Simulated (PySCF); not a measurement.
Species: CH5ClSeSi.
Numbering: `[CH3:1][Se:2][SiH2:3][Cl:4]` (hydrogens: H5, H6, H7 on C1; H8, H9 on Si3)

The calculation used PySCF, PBE0-D3(BJ)/def2-SVP geometry optimisation, gas phase.

(1) List the bond lengths, angles and torsions at this level.

Answers

(1) 
```json
{"bond": "C1–Se2", "length (pm)": "196.0", "order": "single"}
{"bond": "Se2–Si3", "length (pm)": "226.6", "order": "single"}
{"bond": "Si3–Cl4", "length (pm)": "206.5", "order": "single"}
{"bond": "C1–H5, C1–H6, C1–H7", "length (pm)": "109.8", "order": "single"}
{"bond": "Si3–H8, Si3–H9", "length (pm)": "149.1", "order": "single"}
```

Bonds in one row agree within 1 pm and their mean is given. Orders are formal, as drawn. A selection of angles:
```json
{"angle": "Se2–C1–H5", "degrees": "111.0"}
{"angle": "Se2–C1–H7", "degrees": "106.2"}
{"angle": "H5–C1–H6", "degrees": "110.5"}
{"angle": "H5–C1–H7", "degrees": "109.1"}
{"angle": "C1–Se2–Si3", "degrees": "95.0"}
{"angle": "Se2–Si3–Cl4", "degrees": "107.3"}
{"angle": "Se2–Si3–H8", "degrees": "111.5"}
{"angle": "Cl4–Si3–H8", "degrees": "108.7"}
{"angle": "H8–Si3–H9", "degrees": "109.0"}
```

Dihedral angles: C1–Se2–Si3–Cl4 -179° (antiperiplanar).

Si3 (chlorine-bound silicon) is tetrahedral (angles from 107.3° to 111.5°). The 4 heavy atoms lie in one plane (0.007 Å rms).

Point group: Cs (every atom within 0.08 Å of its image). Stationary, but not proved a minimum. The numbers are those of one conformer.
